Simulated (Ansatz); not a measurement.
Ideal-gas functions of CH5NOSi, SMILES `N=C[SiH2]O` at 400 K and 1 bar, from an Ansatz frequency run at PBE0-D4/def2-TZVP.

Molar mass 75.14 g/mol, point group Cs (symmetry number 1), electronic degeneracy 1, moments of inertia 45.596, 108.269, 148.005 u Å². Harmonic wavenumbers (cm⁻¹, unscaled): 141, 188, 428, 439, 470, 651, 713, 770, 828, 922, 981, 998, 1147, 1185, 1395, 1676, 2218, 2225, 3016, 3444, 3755.

Use S(trans) = R[1.5 ln M + 2.5 ln T − 1.1517]; rotational temperatures θ = 24.2544 K / I; S(rot) = R[ln(√π/σ · √(T³/θAθBθC)) + 1.5]; for each mode x = 1.438777 ν̃/T, S = R[x/(eˣ − 1) − ln(1 − e⁻ˣ)] and H = RT x/(eˣ − 1); 1 cm⁻¹ = 0.0119627 kJ/mol; R = 8.31446 J/(mol·K).

By hand: the entropy, in J/(mol·K).

Translation 168.8. Rotation: θ = 0.5319, 0.224, 0.1639 K, giving 108.3. Vibration, mode by mode: 14.05, 11.72, 5.50, 5.33, 4.87, 2.91, 2.44, 2.08, 1.76, 1.35, 1.13, 1.08, 0.70, 0.62, 0.33, 0.14, 0.03, 0.03, 0.00, 0.00, 0.00, in all 56.1. Electronic 0.0. Sum 333.2 J/(mol·K).

By hand: H − E and G − E in kJ/mol, counted from the electronic energy.

Zero-point energy ½ × 27590 × 0.0119627 = 165.0; thermal vibration 13.3; translation, rotation and pV give 4 RT = 13.3. H − E = 191.6 kJ/mol, and G − E = 191.6 − 400 × 333.2/1000 = 58.3 kJ/mol.

Vibration gives 17 % of the entropy, 14.0 J/(mol·K) of it from the mode under 150 cm⁻¹: soft modes count most, and the harmonic formula is weakest for them. The sum counts one conformer and one mirror image; others add a mixing term.
